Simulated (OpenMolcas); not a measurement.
## Cr3+: moving or changing the point charges

Cr3+ among 2 point charges of -1 e arranged as a linear pair (D∞h), 1.94 Å from the ion.
```
   0.0000    0.0000    1.9400  -1.00
   0.0000    0.0000   -1.9400  -1.00
```

* Program: OpenMolcas 26.06
* Method: CASSCF
* Basis: ANO-RCC-VDZP [5s4p2d1f]
* Scalar Hamiltonian: DKH2, point nucleus
* Active space: 3 electrons in 5 orbitals (3d)
* State averaging: 2S+1 = 4 even, 10 roots; 2S+1 = 2 even, 40 roots
* Spin-orbit coupling: RASSI with atomic mean-field integrals over the reference wave functions

Runs around this geometry, states (labels by Λ). Energies in cm-1 above the lowest state or level, χT in cm3 K/mol.

| R (Å) | q (e) | Ground state | First state of that spin | First gap with spin-orbit (degeneracies) | χT at 300 K | First state of another spin |
| --- | --- | --- | --- | --- | --- | --- |
| 1.94 | -0.8 | 4Π | 4Σ 330.2 | 187.3 (2, 2) | 1.007 | 2Γ 17507 |
| 1.77 | -1 | 4Π | 4Σ 840.9 | 175.5 (2, 2) | 1.207 | 2Γ 17782 |
| 1.94 | -1 | 4Π | 4Σ 421.2 | 201.3 (2, 2) | 1.062 | 2Γ 17563 |
| 2.14 | -1 | 4Π | 4Σ 179.0 | 200.0 (2, 2) | 0.984 | 2Γ 17486 |

Scaling the charges by -0.8 / -1 = 0.80 scales the first state of the same spin by 330.2 / 421.2 = 0.78; with fixed orbitals a first-order splitting would follow the charge.

Without dynamic correlation the repulsion within the d shell is too large (B by tens of per cent), so at a given field states of lower spin stand too high. Spin-orbit coupling mixes the spin-free states strongly: the lowest level takes only 69 % from its leading state, 4Π (figures for R = 1.94, q = -0.8; the like holds for R = 2.14, q = -1). The ground term spreads over less than 5000 cm-1, several times less than with real ligands, so orbital moments are less quenched and χT lies further from the spin-only value than at real sites (holds for R = 1.94, q = -0.8; R = 1.94, q = -1; R = 2.14, q = -1). Point charges carry no covalency, so the field is a model and not that of real ligands. No measured value stands beside these numbers.
